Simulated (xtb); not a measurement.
Sn(H)(F)2(Et) (C2H6F2Sn), SMILES C[CH2][SnH]([F])[F]. All values are semi-empirical tight-binding results from xtb (GFN2-xTB unless named), good for trends rather than for accurate numbers. Geometry optimised at GFN2-xTB. The structure was generated by enumeration; whether it is a known compound was not checked. One conformer was computed; it need not be the lowest.

A frequency run showed that this geometry is not a minimum.

For metal compounds this method's bond lengths and energies can be far off.

Computed properties:
```json
{
  "orbital_gap": "3.59 eV"
}
```
